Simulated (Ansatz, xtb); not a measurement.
# C7H4ClF: which of two isomers lies lower

Structure a: `FC1=C(Cl)C=CC2=C1C2`, a singlet. Structure b: `C#C/C(F)=C(/C#C)CCl`, a singlet. Both are isolated molecules in the gas phase, relaxed with PBE-D3(BJ)/def2-SVP; the shapes shown needn't be the lowest conformers.

a (Å):

```xyz
13

C     1.6775    0.8832    1.2038
C     1.1404   -0.2046    1.9546
C    -0.2152   -0.5808    1.8619
C    -1.1227    0.1031    1.0148
C    -0.5435    1.1481    0.3124
C     0.7691    1.5244    0.3921
C    -0.1230    2.3081   -0.5337
Cl    2.2120   -1.0787    3.0107
F     2.9697    1.2072    1.3214
H    -0.5518   -1.4306    2.4735
H    -2.1784   -0.1989    0.9502
H    -0.4234    3.3361   -0.2470
H    -0.0075    2.1776   -1.6286
```

b (Å):

```yaml
atoms:
  - { symbol: C, position_ang: [2.3727, -1.4227, -1.1793] }
  - { symbol: C, position_ang: [1.6846, -1.4548, -0.1644] }
  - { symbol: C, position_ang: [0.8745, -1.5207, 0.9982] }
  - { symbol: C, position_ang: [0.7307, -0.5261, 1.9356] }
  - { symbol: C, position_ang: [-0.1256, -0.7078, 3.0526] }
  - { symbol: C, position_ang: [-0.8446, -0.8201, 4.0398] }
  - { symbol: C, position_ang: [1.4473, 0.7845, 1.7744] }
  - { symbol: Cl, position_ang: [0.3070, 2.1067, 1.2784] }
  - { symbol: F, position_ang: [0.2132, -2.6800, 1.1607] }
  - { symbol: H, position_ang: [2.9776, -1.3903, -2.0756] }
  - { symbol: H, position_ang: [-1.4880, -0.9277, 4.9019] }
  - { symbol: H, position_ang: [2.2287, 0.7181, 0.9958] }
  - { symbol: H, position_ang: [1.8995, 1.1048, 2.7315] }
```

Task: Estimate E(b) − E(a) at the level CCSD(T)/def2-SVP + ΔMP2/def2-TZVPP.

Result: Calculated at CCSD(T)/def2-SVP + ΔMP2/def2-TZVPP: E(b) − E(a) = +33.5 kcal/mol, so structure a lies lower.

How the difference moves with the method:

| level | geometry | E(b) − E(a) (kcal/mol) | departure from the last row (kcal/mol) | job, with rough time for the two |
| --- | --- | --- | --- | --- |
| GFN2-xTB | GFN2-xTB | +44.2 | +10.7 | optimisation, 0.53 s |
| HF/STO-3G | GFN2-xTB | +46.4 | +12.9 | single point, 1.6 s |
| r2SCAN-D4/def2-SVP | GFN2-xTB | +49.9 | +16.4 | single point, 10 s |
| PBE-D3(BJ)/def2-SVP | PBE-D3(BJ)/def2-SVP | +50.3 | +16.8 | optimisation, 74 s |
| HF/def2-SVP | PBE-D3(BJ)/def2-SVP | +33.0 | −0.5 | part of the CCSD(T) run |
| MP2/def2-SVP | PBE-D3(BJ)/def2-SVP | +39.7 | +6.2 | part of the CCSD(T) run |
| CCSD(T)/def2-SVP | PBE-D3(BJ)/def2-SVP | +36.0 | +2.5 | single point |
| CCSD(T)/def2-SVP + ΔMP2/def2-TZVPP | PBE-D3(BJ)/def2-SVP | +33.5 |  | single point, 5.2 min |

As drawn, b has 2 C≡C in place of 2 C=C, 2 C–C. Structure a has a 3-membered ring and a 6-membered ring, b no ring.

The levels shown agree on the order. The largest departure from CCSD(T)/def2-SVP + ΔMP2/def2-TZVPP is that of PBE-D3(BJ)/def2-SVP, 16.8 kcal/mol. The last row adds to CCSD(T) the change of the MP2 difference between the two basis sets, here −2.5 kcal/mol.

With thermal terms from frequencies at re-optimised GFN2-xTB minima (ideal gas, soft modes damped towards free rotors, one conformer each, 298.15 K, 1 atm): on the last row, ΔE + ΔZPE = +30.1, ΔH = +31.7, ΔG = +27.9 kcal/mol.

The correlated steps freeze 13 core orbitals. Run with Ansatz 0.2.0, xtb 6.7.1; the last row on 2 threads of AMD EPYC 7R43 64-Core Processor (Zen 3) on a shared host.
